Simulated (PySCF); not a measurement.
Compound: C7H13NSi2.
SMILES with atom numbers: `[CH3:1][Si@@:2]([NH2:3])([SiH3:4])[c:5]1[cH:6][cH:7][cH:8][cH:9][cH:10]1`

Probes without a nucleus sit at each ring's centroid and 1 Å off its mean plane on both sides; NICS is minus the shielding there, NICSzz its component along the normal. Level: GIAO PBE0/pcSseg-1 (PySCF, non-relativistic, gas phase) on the GFN2-xTB geometry, one conformer.

Ring bond lengths (Å), with Mayer bond orders in brackets: C5–C6 1.392 (1.42), C6–C7 1.383 (1.45), C7–C8 1.385 (1.43), C8–C9 1.384 (1.43), C9–C10 1.383 (1.45), C10–C5 1.391 (1.43).

Task: Give the NICS values of each ring in ppm.

Result: 
```json
{"ring": "C5–C6–C7–C8–C9–C10", "type": "6-membered carbocycle; formal bonds all aromatic", "NICS(0)": "-8.1", "NICS(1), two faces": "-11.5 / -11.3", "NICS(1)zz, two faces": "-28.9 / -28.5", "rms pucker (Å)": "0.00", "centre to ring atoms, mean (Å)": "1.39"}
```

Task: What can be read from them?

Result: 
- C5–C6–C7–C8–C9–C10: mean NICS(1)zz -28.7 ppm, shielded, aromatic by this magnetic criterion (flat ring, no four-coordinate atom).

Task: And the bond-length index? HOMA takes Krygowski's 1993 parameters.

Result: 
- C5–C6–C7–C8–C9–C10: HOMA 1.00 = 1 − EN − GEO, with mean bond length 1.386 Å, EN = α(Ropt − mean)² = 0.001 and GEO = α × variance = 0.004. The geometric and the magnetic index point the same way.

Task: What is the mean of the two in-plane components of NICS at the second NICS(1) probe listed for ring C5–C6–C7–C8–C9–C10, 1 Å off the ring?

Result: The isotropic value is a third of the trace: (3 × -11.3 − (-28.5))/2 = -2.7 ppm.

Task: What are the shieldings of the ring atoms and their hydrogens in the same run (means over atoms taken as equivalent)?

Result: 
```json
{"atoms": "C5", "environment": "substituted aromatic carbon", "σ isotropic (ppm)": "37.2"}
{"atoms": "C6 (×2)", "environment": "aromatic CH carbon", "σ isotropic (ppm)": "49.4"}
{"atoms": "C7 (×2)", "environment": "aromatic CH carbon", "σ isotropic (ppm)": "53.8"}
{"atoms": "C8", "environment": "aromatic CH carbon", "σ isotropic (ppm)": "52.5"}
{"atoms": "H on C6 (×2)", "environment": "aromatic hydrogen", "σ isotropic (ppm)": "24.10"}
{"atoms": "H on C7 (×2)", "environment": "aromatic hydrogen", "σ isotropic (ppm)": "24.10"}
{"atoms": "H on C8", "environment": "aromatic hydrogen", "σ isotropic (ppm)": "24.13"}
```

The values belong to the conformer `[CH3:1][Si@@:2]([NH2:3])([SiH3:4])[c:5]1[cH:6][cH:7][cH:8][cH:9][cH:10]1`: C1–Si2–C5–C6 -86°, H–N3–Si2–C1 180°, H–N3–Si2–C1 -39°.
